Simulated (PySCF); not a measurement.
CrO2Cl, SMILES [Cl][Cr+](=[O])=[O], charge +1, multiplicity 1.

Geometry: B3LYP-D3(BJ)/def2-SVP. The multiplicity is an assumed one; other spin states were not compared. The isomer is the one that the SMILES or the coordinates give; other isomers of the formula were not compared.

Computed with TDDFT-M06-2X/def2-SVPD run with PySCF.

Vertical excitations. The molecule is in vacuum. State labels are in the subgroup Cs.

Computed lowest excited states:
```
state  symmetry  energy (eV)  λ (nm)      f                                                                    main pairs
-----  --------  -----------  ------  -----  ----------------------------------------------------------------------------
S1           A"         2.33     531  0.000                                              HOMO→LUMO 60 %, HOMO→LUMO+1 35 %
S2           A"         2.43     510  0.000        HOMO→LUMO+1 39 %, HOMO−2→LUMO 24 %, HOMO→LUMO 18 %, HOMO−2→LUMO+1 11 %
S3           A'         2.70     459  0.001   HOMO−2→LUMO+2 33 %, HOMO−1→LUMO+1 22 %, HOMO→LUMO+2 20 %, HOMO−4→LUMO+1 9 %
S4           A'         2.81     442  0.005                        HOMO−1→LUMO 64 %, HOMO−1→LUMO+1 20 %, HOMO−5→LUMO 12 %
S5           A"         3.06     405  0.001                                              HOMO−2→LUMO 68 %, HOMO→LUMO 13 %
S6           A'         3.23     384  0.011      HOMO−2→LUMO+2 37 %, HOMO−1→LUMO+1 30 %, HOMO−3→LUMO 7 %, HOMO−5→LUMO 6 %
S7           A"         3.32     373  0.001                                                            HOMO−2→LUMO+1 56 %
S8           A'         3.37     368  0.002      HOMO−5→LUMO 24 %, HOMO−1→LUMO 16 %, HOMO−1→LUMO+1 13 %, HOMO−4→LUMO 12 %
S9           A"         3.58     347  0.001  HOMO−1→LUMO+2 26 %, HOMO−4→LUMO+2 22 %, HOMO−2→LUMO+1 15 %, HOMO−6→LUMO 10 %
S10          A'         3.62     342  0.002                                                              HOMO−3→LUMO 76 %
T1           A'         2.10     591      0                                          HOMO−1→LUMO 57 %, HOMO−1→LUMO+1 38 %
T2           A"         2.11     588      0                                              HOMO→LUMO 64 %, HOMO→LUMO+1 29 %
T3           A"         2.30     538      0        HOMO→LUMO+1 42 %, HOMO−2→LUMO+1 17 %, HOMO−2→LUMO 15 %, HOMO→LUMO 14 %
T4           A'         2.41     515      0    HOMO−1→LUMO+1 25 %, HOMO−1→LUMO 18 %, HOMO→LUMO+2 13 %, HOMO−6→LUMO+2 12 %
```
Triplets are in the Tamm–Dancoff approximation, which puts them higher than full response would, so one can lie above its singlet here.
